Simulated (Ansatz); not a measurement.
Total energies of `FB([SiH3])C[SiH3]`.

Cartesian coordinates in Å:
```
F 0.2570 -0.8181 2.0822
B -0.1356 -0.0691 1.0496
Si 0.5040 1.8702 1.0221
C -0.9814 -0.7342 -0.0591
Si 0.1580 -1.3160 -1.4508
H -0.0158 2.5959 2.2153
H 0.0333 2.5826 -0.1978
H 1.9918 1.9357 1.0594
H -1.6692 -0.0271 -0.5330
H -1.5321 -1.6119 0.2949
H 1.0956 -2.3538 -0.9512
H -0.6546 -1.8835 -2.5572
H 0.9490 -0.1709 -1.9745
```

Total charge 0; spin multiplicity 1. The geometry is a stationary point of PBE0-D4/def2-TZVP. It is one conformer, not always the lowest. Basis def2-TZVPP, the Gaussian-basis code of Ansatz.

RPA on PBE orbitals: Hartree–Fock energy of these orbitals -744.58780 Eh, correlation -1.36454 Eh (frozen core).

```
             functional  energy without D4 (Eh)  D4 term (kJ/mol)
            LDA (SPW92)              -743.05833                 –
                    PBE              -746.21782             -27.5
                 revPBE              -746.54661             -78.9
                   BLYP              -746.66397             -59.6
                 r2SCAN              -746.58785              -7.0
                 B97M-V              -746.55871                 –
                   PBE0              -746.29626             -23.6
                  B3LYP              -746.78464             -44.4
                r2SCANh              -746.57818              -7.5
                r2SCAN0              -746.56491              -8.3
HSE06 (plane-wave form)              -746.27391             -22.1
                  BHLYP              -746.65605             -34.7
              CAM-B3LYP              -746.67522             -24.2
                LC-ωPBE              -746.44804                 –
                ωB97X-V              -746.58895                 –
                ωB97M-V              -746.60900                 –
                 B2PLYP              -746.36297                 –
               PBE-QIDH              -746.10638                 –
```

B3LYP takes the VWN-RPA correlation (the form of Gaussian; ORCA's B3LYP/G). HSE06 is the plane-wave form, built on full-range PBE exchange. The double hybrids freeze the cores in their second-order part.

LC-ωPBE has ω = 0.4 bohr⁻¹.
